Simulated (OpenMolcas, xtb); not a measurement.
# A ladder of methods for SiHCl2F (SMILES F[SiH](Cl)Cl)

SiHCl2F: 5 atoms, total charge 0, spin state singlet. As SMILES, `F[SiH](Cl)Cl`. The shape is that of a PBE0-D4/def2-TZVP optimisation.

Quantity: the vertical electron affinity (to the doublet anion), in eV. The values are calculated.

The electron affinity is E(neutral) − E(anion): positive where the electron is bound.

| level | kind | program | value (eV) | CPU time (all runs) |
| --- | --- | --- | --- | --- |
| GFN2-xTB | semi-empirical | xtb | 2.35 | under 2 s |
| GFN1-xTB | semi-empirical | xtb | 1.21 | under 2 s |
| HF/def2-SVPD | Hartree–Fock | OpenMolcas | -2.19 | 58 s |
| SVWN5/def2-SVPD | LDA | OpenMolcas | -1.05 | 1.8 min |
| PBE/def2-SVPD | GGA | OpenMolcas | -1.17 | 2.1 min |
| M06-L/def2-SVPD | meta-GGA | OpenMolcas | -1.83 | 3.2 min |
| B3LYP/def2-SVPD | global hybrid | OpenMolcas | -1.27 | 2.5 min |
| M06-2X/def2-SVPD | hybrid meta-GGA | OpenMolcas | -1.62 | 3.8 min |

Where it was recorded, the anion's HOMO is positive in HF/def2-SVPD, SVWN5/def2-SVPD, PBE/def2-SVPD, M06-L/def2-SVPD, B3LYP/def2-SVPD, M06-2X/def2-SVPD: a fault of the level (basis or self-interaction), which says nothing on whether the real anion is bound. The values span -2.19 to 2.35 eV. The xTB values lack the empirical shift that such differences need. Negative values mean that the anion is unbound at that level; they are set by how diffuse the basis is and aren't properties of the molecule, whose anion may well be bound. CPU times are rough (shared hosts, several kinds of processor and program).
